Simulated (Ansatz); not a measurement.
A calculation with Ansatz (development build ahead of 0.2.0).

```yaml
crystal:
  periodic: [false, false, false]
  atoms:
    - { symbol: H, position_ang: [-1.2047, -0.7775, -0.6564] }
    - { symbol: Li, position_ang: [-0.7665, -0.8159, 1.1105] }
    - { symbol: Li, position_ang: [-0.9874, 1.0303, -0.6709] }
    - { symbol: H, position_ang: [-0.5492, 0.9918, 1.096] }
    - { symbol: Li, position_ang: [0.5492, -0.9918, -1.096] }
    - { symbol: H, position_ang: [0.9874, -1.0303, 0.6709] }
    - { symbol: H, position_ang: [0.7665, 0.8159, -1.1105] }
    - { symbol: Li, position_ang: [1.2047, 0.7775, 0.6564] }
basis:
  gaussian: { orbitals: def2-SVP }
hamiltonian:
  xc: hf
correlation:
  method: mp2
  frozen_orbitals: { H: 0, Li: 0 }
```

The input is written out in the form of the current development build from the run's settings.

Results

- Converged: yes
- Reference energy: -32.12910 hartree
- Correlation energy: -0.10597 hartree
- Total energy: -32.23507 hartree
- Spin squared of the determinant: 0.000
